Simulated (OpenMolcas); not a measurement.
How basis sets differ on CH5FOSn (SMILES C[O][SnH2][F])

CH5FOSn has 9 atoms, charge 0, and is taken as a singlet. SMILES: `C[O][SnH2][F]`. The coordinates come from a PBE0-D4/def2-TZVP relaxation. This is one conformer, not always the lowest.

```xyz
9

C     0.5185    1.3729    0.0701
O     0.8680    0.0818   -0.3738
Sn   -0.3995   -1.3884   -0.2438
F    -0.6974   -1.6294    1.6405
H     1.3133    2.0605   -0.2311
H    -0.4206    1.7317   -0.3734
H     0.4221    1.4182    1.1609
H    -1.9160   -0.9243   -0.8599
H     0.3999   -2.7691   -0.8064
```

Each level gives the dipole moment (D). The values are calculated.

| level | kind | program | value (D) |
| --- | --- | --- | --- |
| HF/ANO-R0 (sfX2C) | Hartree–Fock | OpenMolcas | 1.07 |
| HF/ANO-RCC-MB (DKH2) | Hartree–Fock | OpenMolcas | 2.48 |
| HF/STO-3G | Hartree–Fock | OpenMolcas | 1.83 |
| HF/3-21G | Hartree–Fock | OpenMolcas | 2.56 |
| HF/def2-SVP (core potential) | Hartree–Fock | OpenMolcas | 2.73 |
| HF/ANO-R1 (sfX2C, RICD fitting) | Hartree–Fock | OpenMolcas | 2.63 |

All-electron rows without a relativistic Hamiltonian named are non-relativistic, while core potentials hold scalar relativity, so basis and relativity change together. The values span 1.07 to 2.73 D. Magnitudes only. Sets without polarisation functions give poor dipoles.
